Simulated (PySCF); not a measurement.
**Molecular orbitals of WO⁺**

BP86 at R = 1.633 Å; PySCF, scalar-relativistic core potentials, basis sets W def2-TZVPPD with ECP60, O def2-TZVPPD. State: ⁴Σ⁻ (quartet), unpaired electrons σ ↑, δ ↑↑. Only the outer orbitals are listed, counted within each symmetry, core potentials removing the inner ones.

```json
{"spin": "α", "orbital": "4σ", "occ.": "1", "ε (eV)": "-30.48", "on W (%)": "18", "main shells (%)": "81 O s"}
{"spin": "α", "orbital": "5σ", "occ.": "1", "ε (eV)": "-17.13", "on W (%)": "28", "main shells (%)": "60 O p, 27 W d, 12 O s"}
{"spin": "α", "orbital": "2π", "occ.": "1", "ε (eV)": "-17.03", "on W (%)": "35", "main shells (%)": "65 O p, 33 W d"}
{"spin": "α", "orbital": "2π", "occ.": "1", "ε (eV)": "-17.03", "on W (%)": "35", "main shells (%)": "65 O p, 33 W d"}
{"spin": "α", "orbital": "6σ", "occ.": "1", "ε (eV)": "-12.99", "on W (%)": "101", "main shells (%)": "84 W s, 16 W d"}
{"spin": "α", "orbital": "1δ", "occ.": "1", "ε (eV)": "-12.94", "on W (%)": "100", "main shells (%)": "100 W d"}
{"spin": "α", "orbital": "1δ", "occ.": "1", "ε (eV)": "-12.94", "on W (%)": "100", "main shells (%)": "100 W d"}
{"spin": "α", "orbital": "3π", "occ.": "0", "ε (eV)": "-10.65", "on W (%)": "72", "main shells (%)": "63 W d, 28 O p, 8 W p"}
{"spin": "α", "orbital": "3π", "occ.": "0", "ε (eV)": "-10.65", "on W (%)": "72", "main shells (%)": "63 W d, 28 O p, 8 W p"}
{"spin": "α", "orbital": "7σ", "occ.": "0", "ε (eV)": "-8.65", "on W (%)": "78", "main shells (%)": "34 W d, 27 W p, 22 O p"}
{"spin": "β", "orbital": "1π", "occ.": "1", "ε (eV)": "-48.87", "on W (%)": "100", "main shells (%)": "100 W p"}
{"spin": "β", "orbital": "1π", "occ.": "1", "ε (eV)": "-48.87", "on W (%)": "100", "main shells (%)": "100 W p"}
{"spin": "β", "orbital": "4σ", "occ.": "1", "ε (eV)": "-30.68", "on W (%)": "17", "main shells (%)": "82 O s"}
{"spin": "β", "orbital": "5σ", "occ.": "1", "ε (eV)": "-17.01", "on W (%)": "24", "main shells (%)": "65 O p, 21 W d, 11 O s"}
{"spin": "β", "orbital": "2π", "occ.": "1", "ε (eV)": "-16.94", "on W (%)": "25", "main shells (%)": "75 O p, 23 W d"}
{"spin": "β", "orbital": "2π", "occ.": "1", "ε (eV)": "-16.94", "on W (%)": "25", "main shells (%)": "75 O p, 23 W d"}
{"spin": "β", "orbital": "6σ", "occ.": "0", "ε (eV)": "-10.61", "on W (%)": "96", "main shells (%)": "81 W s, 13 W d"}
{"spin": "β", "orbital": "1δ", "occ.": "0", "ε (eV)": "-10.20", "on W (%)": "100", "main shells (%)": "100 W d"}
{"spin": "β", "orbital": "1δ", "occ.": "0", "ε (eV)": "-10.20", "on W (%)": "100", "main shells (%)": "100 W d"}
```

Question: Which are the highest filled and the lowest empty level, where do they sit, and how wide is the gap?

Answer: Highest filled α 1δ at -12.94 eV (in %: 100 W d); lowest empty α 3π at -10.65 eV (in %: 63 W d, 28 O p, 8 W p); the gap at BP86 is 2.29 eV.

The bond order (Mayer) is 2.61, the ⟨S²⟩ is 3.774 and the charge on W (Mulliken, basis-dependent) is 1.05. The charge on W (Löwdin, basis-dependent) is 1.21 and the dipole moment (positive dipole points towards O; it is taken about the centre of mass and depends on that origin) is -2.89 D.

Shares are Mulliken populations and can fall outside 0 to 100 %.

Spin–orbit coupling is left out. With d or f electrons several states lie close, and the lowest PBE0 determinant need not be the measured ground state.
